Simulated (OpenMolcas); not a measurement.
Re6+ (d1) among equal point charges was computed by CASSCF with the d shell active (OpenMolcas, ANO-RCC-VDZP on the metal). Its lowest spin-free states, and all those of the highest spin:

| 2S+1 | Degeneracy | E (cm-1) |
| --- | --- | --- |
| 2 | 1 | 0.0 |
| 2 | 2 | 479.5 |
| 2 | 2 | 5979 |

Is the site octahedral, tetrahedral or cube-like, axial, or of lower symmetry?

The states with 2S+1 = 2 have orbital degeneracies 1, 2, 2. There are pairs but no triples, so the site is axial: not cubic, but with a proper or improper axis of order three or more. The run had Re6+ among 6 point charges of -0.65 e arranged as a trigonal antiprism (D3d), 1.77 Å from the ion, with a polar angle of 55.8° against the regular 54.74°.

Spin-orbit coupling mixes the spin-free states strongly: the lowest level takes only 52 % from its leading state, 2A1. This is an electrostatic model: the charges have no orbitals. No measured value stands beside these numbers.
